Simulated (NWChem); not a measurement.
Molecule: AlH₃; SMILES [AlH3]

```xyz
4

Al     0.0000     0.0000     0.0000
H      1.1214     1.1214     0.0000
H      0.4105    -1.5319     0.0000
H     -1.5319     0.4105     0.0000
```
Atoms are numbered in this order, from 1.

Structure relaxed at the PBE0-D3(BJ)/def2-TZVP level. B3LYP is NWChem's, with the RPA form of VWN correlation.

Problem. List the 6 lowest vertical singlet excitations from B3LYP/def2-SVP, TDA (NWChem).

Solution. 
```
state  energy (eV)  oscillator strength  leading excitation (squared amplitude)
-----  -----------  -------------------  --------------------------------------
S1            5.20                0.000                      HOMO → LUMO (1.00)
S2            5.20                0.000                    HOMO−1 → LUMO (1.00)
S3            8.78                0.000                  HOMO−1 → LUMO+2 (0.50)
S4            8.89                0.001                    HOMO → LUMO+1 (0.63)
S5            8.89                0.001                  HOMO−1 → LUMO+1 (0.63)
S6            9.18                0.483                    HOMO−2 → LUMO (0.98)
```
